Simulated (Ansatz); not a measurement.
`[OH][Al]([F])[Cl]` + HCl → `[F][Al]([Cl])[Cl]` + H₂O at 298.15 K and 1 bar (ligand exchange at the Al–O bond).

Calculated with Ansatz (gas phase, PBE0-D4/def2-TZVP geometries, no zero-point term in ΔE). CBS: def2 TZ/QZ extrapolation, frozen cores. Each species was taken in one conformer, which may not be the lowest.

| species | CCSD(T)/CBS energy (Eh) | H − E (kJ/mol) | S (J/(mol·K)) |
| --- | --- | --- | --- |
| `[OH][Al]([F])[Cl]` | -877.57344 | 63.6 | 311.3 |
| HCl | -460.38167 | 26.6 | 186.8 |
| `[F][Al]([Cl])[Cl]` | -1261.58709 | 30.9 | 310.8 |
| H₂O | -76.37685 | 66.4 | 188.7 |

H − E and S are ideal-gas, rigid-rotor, harmonic terms from PBE0-D4/def2-TZVP, for one conformer and one mirror image of each species. 1 Eh = 2625.50 kJ/mol, R = 8.31446 J/(mol·K).

Problem. By hand: ΔE, ΔH, ΔS and ΔG.

Solution. ΔE = (-1261.58709) + (-76.37685) − (-877.57344) − (-460.38167) = -0.00883 Eh = -23.2 kJ/mol. Δ(H − E) = 30.9 + 66.4 − 63.6 − 26.6 = 7.1, so ΔH = -16.1 kJ/mol. ΔS = 310.8 + 188.7 − 311.3 − 186.8 = 1.4 J/(mol·K). ΔG = -16.1 − 298.15 × (1.4)/1000 = -16.5 kJ/mol.

Problem. By hand: the equilibrium constant, and the temperature at which ΔG would vanish if ΔH and ΔS stayed fixed.

Solution. log₁₀ K = −ΔG/(RT ln 10) = 2.9. ΔH and −TΔS have one sign here, so there is no such temperature. One of them is within its doubt of zero, so this could turn.

The number of gas molecules stays the same, so ΔS is small and ΔH decides. A doubt of 5 kJ/mol in ΔE shifts log₁₀ K by 0.9 here. Other conformers and mirror images would add mixing entropy, several J/(mol·K) or more a flexible species. These are equilibria of isolated gas molecules and say nothing of rates. Largest T1 diagnostic: 0.011 (customary marks: 0.02 for closed shells, 0.045 for open ones).
